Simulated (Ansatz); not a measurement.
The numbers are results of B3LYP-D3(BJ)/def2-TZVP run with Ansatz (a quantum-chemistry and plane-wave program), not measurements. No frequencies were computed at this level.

Ansatz 0.2 input:
```yaml
crystal:
  periodic: [false, false, false]
  atoms:
    - { symbol: Ge, position_ang: [-0.000027, -0.000005, 0.000006] }
    - { symbol: H, position_ang: [-0.86153, -0.549328, -1.074223] }
    - { symbol: H, position_ang: [0.186482, 1.455419, -0.211666] }
    - { symbol: H, position_ang: [1.318824, -0.676546, -0.029743] }
    - { symbol: H, position_ang: [-0.643751, -0.229539, 1.315627] }
basis:
  gaussian: { orbitals: def2-tzvp }
hamiltonian:
  xc: b3lyp
  dispersion: d3bj
relax:
  max_steps: 150
```

Output:

```
Functional definition: B3LYP
565 factors; their error is unknown
mean field evaluation 1: about -56583.7042 eV, gradient 1.9e1 eV
mean field evaluation 2: about -56583.9997 eV, gradient 1.7e1 eV
mean field evaluation 4: about -56584.1664 eV, gradient 4.1e-1 eV
mean field evaluation 8: about -56584.3856 eV, gradient 1.8e-4 eV
mean field -56584.38563974 eV, -2079.4378179863 hartree, gradient 1.5e-5 eV, S^2 0.000000; 0 other end points of the search recorded, 0 dependent functions left out
reference -56584.38584510 eV, -2079.4378255331 hartree; 18, 18 occupied and 54, 54 virtual orbitals, 565 factors
relax step   1: F+E_penalty+E_count = -56584.47286420 eV  Δ(F+E_penalty+E_count) = +0.000e0 eV  max|allowed force component| = 1.010e0 eV/Å  Δτ_max = 0.0000 Å  (19 SCF iters, accepted)
these checks for a lower state are left out or cut short: starts, cluster_reference, orbital_swaps, neighbouring_geometries, increment
565 factors; their error is unknown
mean field evaluation 16: about -56584.4866 eV, gradient 3.2e-5 eV
mean field -56584.48661181 eV, -2079.4415286416 hartree, gradient 3.2e-5 eV, S^2 0.000000; 0 other end points of the search recorded, 0 dependent functions left out
reference -56584.48681818 eV, -2079.4415362254 hartree; 18, 18 occupied and 54, 54 virtual orbitals, 565 factors
relax step   2: F+E_penalty+E_count = -56584.57331898 eV  Δ(F+E_penalty+E_count) = -1.005e-1 eV  max|allowed force component| = 2.038e-1 eV/Å  Δτ_max = 0.0415 Å  (22 SCF iters, accepted)
these checks for a lower state are left out or cut short: starts, cluster_reference, orbital_swaps, neighbouring_geometries, increment
565 factors; their error is unknown
mean field -56584.49160506 eV, -2079.4417121401 hartree, gradient 3.3e-5 eV, S^2 0.000000; 0 other end points of the search recorded, 0 dependent functions left out
reference -56584.49181173 eV, -2079.4417197348 hartree; 18, 18 occupied and 54, 54 virtual orbitals, 565 factors
relax step   3: F+E_penalty+E_count = -56584.57817435 eV  Δ(F+E_penalty+E_count) = -4.855e-3 eV  max|allowed force component| = 5.231e-3 eV/Å  Δτ_max = 0.0115 Å  (21 SCF iters, accepted)
565 factors; their error is unknown
mean field evaluation 32: about -56584.4916 eV, gradient 1.4e-4 eV
mean field -56584.49160506 eV, -2079.4417121401 hartree, gradient 3.3e-5 eV, S^2 0.000000; 1 other end points of the search recorded, 0 dependent functions left out
reference -56584.49181173 eV, -2079.4417197348 hartree; 18, 18 occupied and 54, 54 virtual orbitals, 565 factors
Total energy: -56584.57838101 eV, -2079.4449010975 hartree
Atom 0 at    -0.000002    -0.000001     0.000001 Å, force     0.000000    -0.000011     0.000003 eV/Å
Atom 1 at    -0.892318    -0.568922    -1.112630 Å, force    -0.003074    -0.001945    -0.003838 eV/Å
Atom 2 at     0.193087     1.507473    -0.219266 Å, force     0.000642     0.005231    -0.000773 eV/Å
Atom 3 at     1.365941    -0.700783    -0.030754 Å, force     0.004707    -0.002446    -0.000084 eV/Å
Atom 4 at    -0.666711    -0.237766     1.362650 Å, force    -0.002275    -0.000830     0.004691 eV/Å
Dipole moment:    -0.000001    -0.000001     0.000001 e Å
```

Cost: about 2.7 core-seconds (a rough figure).
